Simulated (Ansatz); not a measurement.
One change: `CC(F)[SiH2]N` becomes `CC(Cl)[SiH2]N`.

Ansatz, PBE0-D4/def2-TZVP geometries, multiplicity 1. Each molecule was computed in one conformer, which needn't be the lowest.

```tsv
property	`CC(F)[SiH2]N`
HOMO energy (B3LYP/def2-TZVPP) / eV	-7.12
HOMO–LUMO gap (B3LYP/def2-TZVPP) / eV	7.18
LUMO energy (B3LYP/def2-TZVPP) / eV	0.06
LUMO energy (PBE0/def2-TZVPP) / eV	0.35
size of the dipole moment (PBE/def2-TZVPP) / D	2.77
HOMO energy (PBE/def2-TZVPP) / eV	-5.91
```

Question: What does the change do to each property? (Best estimate.)

Answer: Ansatz gave: 
| property | `CC(Cl)[SiH2]N` | shift |
| --- | --- | --- |
| HOMO energy (B3LYP/def2-TZVPP) / eV | -7.14 | -0.02 |
| HOMO–LUMO gap (B3LYP/def2-TZVPP) / eV | 7.24 | 0.06 |
| LUMO energy (B3LYP/def2-TZVPP) / eV | 0.10 | 0.04 |
| LUMO energy (PBE0/def2-TZVPP) / eV | 0.37 | 0.02 |
| size of the dipole moment (PBE/def2-TZVPP) / D | 1.78 | -0.99 |
| HOMO energy (PBE/def2-TZVPP) / eV | -5.99 | -0.08 |

Dipoles are sizes alone; their direction can turn.

B3LYP here is the variant with VWN-RPA as its local correlation; programs differ in this.
